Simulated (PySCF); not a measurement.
Record of a relaxation.

C2H12Ge2OSi.
Numbering: `[CH3:1][O:2][CH2:3][GeH2:4][GeH2:5][SiH3:6]` (hydrogens: H7, H8, H9 on C1; H10, H11 on C3; H12, H13 on Ge4; H14, H15 on Ge5; H16, H17, H18 on Si6)

Method: PBE0-D3(BJ)/def2-SVP geometry optimisation, gas phase (PySCF 2.14.0); density fitting, grid level 1; the optimiser is geomeTRIC in internal coordinates, started from a GFN2-xTB structure with every atom displaced at random (about 0.01 Å). 5 of its 13 geometries are shown. The frame can shift and turn from step to step; on so coarse a grid that alone can change the energy by a few meV, and forces under 0.02 eV/Å are noise.

Step 0: E = -125188.1702 eV, largest atomic force 2.169 eV/Å
```
atom  x, y, z in Å  |  force x, y, z in eV/Å
C1     -1.729   -1.451   -0.297   -0.987   1.915  -0.250
O2     -0.924   -0.383    0.122   -0.145  -0.258   0.211
C3     -1.146    0.000    1.466    1.512  -0.075  -0.296
Ge4     0.179    1.527    1.676   -1.475  -0.506   0.436
Ge5     1.209    1.422   -0.472    0.138   0.680   0.251
Si6     2.004   -0.665   -1.134   -0.112   0.071   0.315
H7     -1.494   -1.629   -1.342    0.026  -0.240  -0.438
H8     -1.563   -2.323    0.293    0.221  -1.236   0.719
H9     -2.808   -1.139   -0.202    0.497  -0.446  -0.170
H10    -2.176    0.286    1.638   -0.737   0.357   0.029
H11    -0.927   -0.847    2.152    0.056   0.130  -0.020
H12     0.975    1.281    2.937    0.566  -0.154   0.329
H13    -0.693    2.756    2.058    0.222   0.093  -0.330
H14     2.276    2.509   -0.477    0.579   0.167   0.025
H15     0.215    2.035   -1.422   -0.561   0.023  -0.486
H16     2.016   -1.597   -0.003   -0.032  -0.351   0.437
H17     1.187   -1.215   -2.207   -0.473  -0.256  -0.497
H18     3.372   -0.555   -1.625    0.705   0.087  -0.266
```

Step 3: E = -125188.5121 eV, largest atomic force 0.070 eV/Å
```
atom  x, y, z in Å  |  force x, y, z in eV/Å
C1     -1.765   -1.539   -0.302   -0.006   0.048  -0.051
O2     -0.953   -0.457    0.048    0.003   0.024   0.026
C3     -1.086   -0.057    1.389    0.037  -0.023  -0.019
Ge4     0.124    1.492    1.665    0.010   0.002  -0.050
Ge5     1.269    1.649   -0.463   -0.044  -0.002   0.031
Si6     1.928   -0.563   -1.055   -0.024  -0.006   0.010
H7     -1.576   -1.771   -1.359    0.001   0.005  -0.008
H8     -1.535   -2.435    0.303    0.010  -0.051   0.047
H9     -2.838   -1.300   -0.175    0.007  -0.003   0.005
H10    -2.131    0.228    1.613   -0.048   0.018   0.020
H11    -0.815   -0.878    2.081    0.001  -0.008   0.000
H12     1.078    1.209    2.843    0.017  -0.009   0.006
H13    -0.686    2.759    2.009   -0.021  -0.014   0.008
H14     2.461    2.625   -0.400    0.025   0.000   0.019
H15     0.267    2.201   -1.493    0.011   0.017  -0.043
H16     1.855   -1.455    0.143    0.025   0.001  -0.004
H17     1.038   -1.105   -2.127    0.005   0.000   0.012
H18     3.338   -0.594   -1.560   -0.009   0.003  -0.009
```

Step 6: E = -125188.5173 eV, largest atomic force 0.045 eV/Å
```
atom  x, y, z in Å  |  force x, y, z in eV/Å
C1     -1.742   -1.550   -0.327    0.009  -0.025   0.026
O2     -0.970   -0.441    0.030   -0.006  -0.012  -0.025
C3     -1.089   -0.076    1.380   -0.016   0.010   0.036
Ge4     0.100    1.486    1.666   -0.008   0.003  -0.002
Ge5     1.258    1.686   -0.448    0.006  -0.042  -0.015
Si6     1.896   -0.534   -1.039    0.013   0.007  -0.010
H7     -1.562   -1.754   -1.392   -0.001  -0.005   0.000
H8     -1.464   -2.447    0.261   -0.006   0.026  -0.027
H9     -2.822   -1.359   -0.176   -0.002   0.002  -0.004
H10    -2.136    0.187    1.632    0.025  -0.012  -0.011
H11    -0.792   -0.909    2.048    0.002   0.002  -0.004
H12     1.085    1.187    2.816   -0.012   0.012   0.007
H13    -0.735    2.723    2.055    0.007   0.002   0.006
H14     2.483    2.618   -0.327   -0.011   0.004   0.007
H15     0.317    2.270   -1.518    0.012   0.019   0.016
H16     1.869   -1.417    0.168   -0.003   0.005   0.004
H17     0.984   -1.091   -2.083   -0.007  -0.003   0.003
H18     3.291   -0.569   -1.584    0.000   0.007  -0.007
```

Step 9: E = -125188.5201 eV, largest atomic force 0.042 eV/Å
```
atom  x, y, z in Å  |  force x, y, z in eV/Å
C1     -1.706   -1.594   -0.366   -0.010   0.017  -0.024
O2     -0.968   -0.469    0.009    0.005   0.005   0.031
C3     -1.111   -0.125    1.364    0.009  -0.002  -0.041
Ge4     0.034    1.460    1.691    0.011  -0.015   0.030
Ge5     1.274    1.723   -0.369    0.015   0.034   0.003
Si6     1.897   -0.465   -1.072   -0.007  -0.007   0.000
H7     -1.509   -1.785   -1.430    0.000   0.003  -0.004
H8     -1.413   -2.488    0.216    0.006  -0.018   0.014
H9     -2.793   -1.432   -0.229    0.003   0.000   0.001
H10    -2.166    0.106    1.605   -0.018   0.002   0.012
H11    -0.799   -0.959    2.023    0.003  -0.003   0.002
H12     0.988    1.171    2.869    0.000  -0.003   0.002
H13    -0.828    2.677    2.082   -0.011   0.003  -0.027
H14     2.513    2.611   -0.127    0.007  -0.009   0.002
H15     0.416    2.420   -1.442   -0.024  -0.008   0.001
H16     1.923   -1.387    0.106    0.005  -0.002  -0.004
H17     0.951   -0.995   -2.098    0.004   0.007  -0.001
H18     3.271   -0.459   -1.671    0.001  -0.003   0.003
```

Step 12: E = -125188.5214 eV, largest atomic force under 0.02 eV/Å
```
atom  x, y, z in Å  |  force x, y, z in eV/Å
C1     -1.679   -1.600   -0.410    0.002  -0.002   0.003
O2     -0.942   -0.488    0.005   -0.004   0.002  -0.010
C3     -1.114   -0.165    1.360   -0.002  -0.001   0.011
Ge4    -0.002    1.436    1.723    0.007   0.002  -0.003
Ge5     1.273    1.737   -0.311   -0.010  -0.001   0.009
Si6     1.914   -0.426   -1.076   -0.004   0.004   0.004
H7     -1.459   -1.771   -1.473    0.001   0.000   0.000
H8     -1.404   -2.509    0.161   -0.001   0.003  -0.003
H9     -2.767   -1.434   -0.292    0.000  -0.001  -0.001
H10    -2.178    0.048    1.586    0.004  -0.001   0.002
H11    -0.802   -1.001    2.016    0.001  -0.003  -0.006
H12     0.913    1.168    2.936   -0.004   0.001   0.002
H13    -0.902    2.641    2.065   -0.002  -0.002   0.003
H14     2.507    2.625   -0.038    0.001   0.002  -0.006
H15     0.407    2.452   -1.366    0.007  -0.002  -0.004
H16     1.965   -1.382    0.073   -0.003  -0.002  -0.001
H17     0.963   -0.934   -2.108    0.003   0.000  -0.004
H18     3.280   -0.387   -1.691    0.002   0.001   0.003
```

**Question.** Summarise the path.

**Answer.** The energy falls by 8.10 kcal/mol from step 0 to step 12; nine tenths of that is first reached at step 2. It falls at every step. The largest force goes from 2.169 to under 0.02 eV/Å. Among the bonds Ge5–Si6 changes most, from 2.330 to 2.382 Å; the atoms move by 0.217 Å rms after alignment.

What follows is the cost of the whole optimisation. On Arm Neoverse V1, one thread (shared host), this took 5.2 min of wall time and 0.87 GiB of memory at its peak.
